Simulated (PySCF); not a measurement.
Ga(Cl)(Br)(Me), SMILES [CH3][Ga]([Cl])[Br] (CH₃BrClGa), singlet (B3LYP/def2-SVP optimised geometry):

```
7

Ga    -0.534     0.037     0.000
Cl    -1.668     1.881     0.000
Br    -1.815    -1.881     0.016
C      1.428     0.037     0.000
H      1.815    -0.971    -0.203
H      1.780     0.372     0.988
H      1.795     0.744    -0.759
```

Level of theory: PySCF with B3LYP/def2-TZVP.

Q: What are the frontier orbital energies and the dipole moment?

A: HOMO-2 -8.46 eV, HOMO-1 -8.39 eV, HOMO -8.12 eV, LUMO -1.61 eV, LUMO+1 -1.41 eV; dipole moment 2.73 D.

On the same geometry PBE/def2-TZVP run with PySCF gives HOMO-2 -7.40 eV, HOMO-1 -7.38 eV, HOMO -7.11 eV, LUMO -2.13 eV, LUMO+1 -2.00 eV; dipole moment 2.67 D.

Meta-Löwdin charges at B3LYP/def2-TZVP: Ga1 0.66, Cl2 -0.29, Br3 -0.25, C4 -0.54, H5 0.14, H6 0.14, H7 0.14.
